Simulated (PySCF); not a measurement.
Computed IR spectrum (relative IR intensity) of a molecule C₂H₇BO₂. The structure is a stationary point at PBE0-D3(BJ)/def2-SVP. Other conformers were not sampled. Level of theory: PBE0-D3(BJ)/def2-SVP run with PySCF. Harmonic, unscaled wavenumbers; measured fundamentals usually lie a few per cent lower.

Lines under 2 % of the strongest are left out, and lines within 2 cm⁻¹ are merged.

| ν (cm⁻¹) | relative intensity |
|---|---|
| 400 | 6.2 |
| 441 | 6.5 |
| 487 | 9.5 |
| 513 | 84 |
| 634 | 36 |
| 751 | 8.3 |
| 770 | 21 |
| 980 | 13 |
| 1001 | 68 |
| 1030 | 47 |
| 1087 | 3.1 |
| 1253 | 55 |
| 1392 | 12 |
| 1421 | 100 |
| 1428 | 25 |
| 1464 | 100 |
| 1472 | 3.3 |
| 1481 | 68 |
| 3031 | 15 |
| 3057 | 16 |
| 3072 | 7.6 |
| 3146 | 14 |
| 3155 | 11 |
| 3890 | 41 |
| 3932 | 40 |

Question: Identify the compound among the candidates.
A. COBOC
B. CB(O)CO
C. CCOBO
D. CCB(O)O

Answer: D, CCB(O)O
